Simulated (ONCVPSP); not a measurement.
# selenium (Se): variants of one ONCV potential

Base potential:

Se (Z = 34), optimised norm-conserving Vanderbilt (ONCV), made with ONCVPSP 4.0.1 (LDA (Perdew-Wang 92), scalar-relativistic). Core [Ne], reference 3s2 3p6 3d10 4s2 4p4. Waves: 3s+4s: rc 0.90 bohr, ncon 3, nbas 6, qcut 11.4 1/bohr, 2 projectors; 3p+4p: rc 0.85 bohr, ncon 4, nbas 7, qcut 19.5 1/bohr, 3 projectors, debl 3.5 Ha; 3d: rc 1.05 bohr, ncon 3, nbas 8, qcut 15.5 1/bohr, 2 projectors, debl 1 Ha. Local part: polynomial inside 0.60 bohr (lpopt 5, dvloc0 0 Ha). Core correction: Teter function, fcfact 3.5, rcfact 1.45.

In the d channel the program set the typed energies aside and used -1.962, 0.250 Ha.

All-electron outer shells of the reference configuration (LDA (PZ), scalar-relativistic, ld1.x):

```
shell  level (eV)  outermost node (bohr)  outermost maximum (bohr)
   2s    -1604.72                   0.06                      0.17
   2p    -1412.93                      –                      0.13
   3s     -212.67                   0.24                      0.50
   3p     -152.70                   0.21                      0.50
   3d      -53.39                      –                      0.45
   4s      -17.49                   0.70                      1.51
   4p       -6.66                   0.74                      1.80
```

Cutoffs, loose and tight: the cutoffs (Ha) at which the residual kinetic energy of the hardest occupied pseudo-wave falls to 1 and 0.1 mHa per electron. They do not see the model core or the augmentation charge, which bear on the density cutoff. Test errors are all-electron minus pseudo excitation energies from the reference, over the configurations 3s2 3p6 3d10 4s2 4p3; 3s2 3p6 3d10 4s2 4p2; 3s2 3p6 3d10 4s2 4p1; 3s2 3p6 3d10 4s1 4p5. A dash means not determined; rows that change the core or the reference have their own tests.

1 further variants are left out, since the program set their typed debl aside.

```csv
change,outcome,"cutoff, loose","cutoff, tight",bound ghosts,GHOST(+) flags above zero,largest test error (meV)
base,"generated, projector energies reset by the program",95 Ha,106 Ha,none,none,-4.3
"local potential polynomial inside 0.70 bohr (lpopt 5, dvloc0 0 Ha)","generated, projector energies reset by the program",95 Ha,106 Ha,none,none,-3.6
"core correction Teter function fitted to the true core (icmod 2), fcfact 0.7","generated, projector energies reset by the program",95 Ha,106 Ha,none,none,-4.3
p: nproj 2,"generated, projector energies reset by the program",95 Ha,106 Ha,none,none,-4.4
functional PBE,"generated, projector energies reset by the program",95 Ha,106 Ha,none,none,-4.3
"core correction Teter function, fcfact 3.5, rcfact 1.04","generated, projector energies reset by the program",95 Ha,106 Ha,none,none,-4.2
"local potential polynomial inside 0.60 bohr (lpopt 5, dvloc0 7 Ha)","generated, projector energies reset by the program",95 Ha,106 Ha,none,none,-3.9
```

Q: What comes out with this change to the base: s: ncon 4, nbas 7?

A: outcome: generated, projector energies reset by the program; cutoff, loose: 95 Ha; cutoff, tight: 121 Ha; bound ghosts: none; GHOST(+) flags above zero: none; largest test error (meV): -4.4.

Q: What comes out with this change to the base: d: rc 1.12?

A: outcome: generated, projector energies reset by the program; cutoff, loose: 91 Ha; cutoff, tight: 101 Ha; bound ghosts: none; GHOST(+) flags above zero: none; largest test error (meV): -4.6.
